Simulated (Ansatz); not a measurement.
A made-up structure of CH₃AlSe, closed shell:

```csv
atom,x (Å),y (Å),z (Å)
C1,-0.2431,-0.0719,-0.7721
Al2,0.2460,0.4236,1.0124
Se3,0.4742,-1.6900,0.3000
H4,-1.2717,-0.2548,-1.0715
H5,0.5138,-2.9526,1.1272
H6,0.3984,1.4793,2.1624
```

It is relaxed with PBE-D4/def2-SVP and then PBE0-D4/def2-TZVP (Ansatz 0.2.0). Atoms count as bonded within 1.22 times the sum of their covalent radii (H–H: 0.88 Å). The end point is not checked to be a true minimum.

**Question.** Does its bonding change? (Judge from chemistry; the calculation decides.)

**Answer.** Computed: No: no bond forms or breaks.

Where it ends: The first stage lowers the energy by 1.97 eV in 12 steps. It ends as CH₃AlSe ([CH]1[AlH][SeH]1):
```tsv
atom	x (Å)	y (Å)	z (Å)
C1	-0.5096	-0.3029	-0.3560
Al2	0.1569	0.5438	1.0519
Se3	0.8533	-1.6259	0.1084
H4	-1.1069	-0.5117	-1.2286
H5	0.1347	-2.6423	0.9471
H6	0.5893	1.4725	2.2355
```

Labels in which every atom is bracketed show which atoms are joined, not bond orders.

For scale, one of the runs: PBE0-D4/def2-TZVP relaxation, 134 basis functions, launched by `ansatz run in.yaml --threads 2 --pin off --events-out ev --progress --plain --max-ram 4352MiB`. The run took about 26 s on 2 CPU threads of an Arm Neoverse V1 (shared host).
